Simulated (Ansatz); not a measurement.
Ansatz (a quantum-chemistry and plane-wave program) input (HSE06/def2-TZVPD):

Ansatz 0.2 input:
```yaml
crystal:
  periodic: [false, false, false]
  atoms:
    - {symbol: K, position_ang: [-0.00000000, -0.00000000, -0.96563690]}
    - {symbol: F, position_ang: [0.00000000, 0.00000000, 2.03856679]}
basis:
  gaussian:
    orbitals: def2-TZVPD
hamiltonian:
  xc: {name: HSE06}
total_charge: 1
magnetization: {spin_polarized: true, initial_magnetization: 1}
output: {forces: true}
```

End of the output:

```
integrals: 0.02 GiB planned
572 factors; their error is unknown
integrals: 0.05 GiB planned
56 factors; integrals over basis functions are off by at most 2.0e-5 eV
mean field: 0.24 GiB planned
mean field evaluation 1: about -18984.1170 eV, gradient 9.2e1 eV
mean field evaluation 2: about -18647.1199 eV, gradient 1.5e2 eV
mean field evaluation 4: about -19024.9774 eV, gradient 2.4e1 eV
mean field evaluation 8: about -19027.3751 eV, gradient 1.1e-1 eV
mean field evaluation 16: about -19027.4700 eV, gradient 4.3e-5 eV
mean field evaluation 32: about -19027.4700 eV, gradient 3.9e-4 eV
mean field -19027.46996742 eV, -699.2466240203 hartree, gradient 4.6e-6 eV, S^2 0.751842; 1 other end points of the search recorded, 0 dependent functions left out
the calculation of the forces begins
reference -19027.47000846 eV, -699.2466255286 hartree; 14, 13 occupied and 62, 63 virtual orbitals, 572 factors
Total energy: -19027.47000846 eV, -699.2466255286 hartree
Atom 0 at    -0.000000    -0.000000    -0.965637 Å, force    -0.000000     0.000000     0.026147 eV/Å
Atom 1 at     0.000000     0.000000     2.038567 Å, force     0.000000     0.000000    -0.026147 eV/Å
Dipole moment:    -0.000000    -0.000000    -0.892167 e Å
```
